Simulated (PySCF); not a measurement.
CH₆BGe (calculated)

Calculation on a computer-drawn molecule: the log of a Hartree-Fock and frozen-core CCSD(T) single point meant for a local Hartree-Fock minimum, with one planted fault or none, to be diagnosed. Offsets are logged minus clean, where the clean run is the same molecule without the fault. The reference is restricted for singlets and unrestricted otherwise, and also for a bond in bohr or an excited solution. Adding or removing an electron swaps singlet and doublet. The excited solution moves the top pair (singlet) or top alpha electron (doublet) to the lowest empty orbital. Highest occupied and lowest empty are orbital energies over both spins, largest force is the largest gradient component, triples share is (T) over the correlation energy, the T1 limit is 0.02 restricted and 0.045 unrestricted, electrons count all cores, a negative frequency is imaginary (commonest isotopes), and the dipole is about the centre of nuclear charge; on germanium a core potential holds 10 electrons, which the energies leave out, and 3d is frozen in MP2 and coupled-cluster steps. Program: PySCF 2.14.0.

CH₆BGe

Logged structure:
```xyz
9
CH6BGe
C      1.3656     1.8680    -0.4948
B      0.4394     0.7043    -0.0494
Ge     0.1212     0.2301     1.9828
H      1.6273     2.6129     0.2551
H      2.2977     1.3817    -0.8257
H      0.9602     2.3615    -1.3816
H     -0.1295    -0.0473    -0.7798
H     -1.0392     0.7693     2.8043
H      1.0027    -0.7112     2.7882
```

| Item | Value |
| --- | --- |
| meant charge | 1 |
| meant multiplicity | 1 |
| meant basis | cc-pVDZ |
| meant basis and core potential on germanium | cc-pVDZ-PP ECP10MDF |
| logged electrons | 48 |
| logged basis functions | 81 |
| logged SCF converged | yes |
| logged spin squared | 2.0119 |
| logged highest occupied | -13.443 eV |
| logged lowest empty | -8.3204 eV |
| logged largest force | 0.076469 hartree/bohr |
| logged T1 diagnostic | 0.018284 |
| logged D1 diagnostic | 0.079831 |
| logged triples share | 0.028851 |
| logged CC converged | yes |
| logged dipole magnitude | 2.9703 debye |
| logged SCF stable within its kind | yes |
| logged energy HF | -359.01392 hartree |
| logged energy CCSD(T) | -359.36548 hartree |
| possible faults | no fault, one electron removed, one electron added, multiplicity raised by two, geometry at a saddle point, SCF held on an excited solution, minimal basis STO-3G, one bond length entered in bohr, all coordinates scaled |
| planted fault | multiplicity raised by two |
| HF energy offset from clean run | 74.1 kcal/mol |
| CCSD(T) energy offset from clean run | 76.96 kcal/mol |

Drawn bonds:
```tsv
atom	other atom	order
1	2	1
2	3	1
1	4	1
1	5	1
1	6	1
2	7	1
3	8	1
3	9	1
```
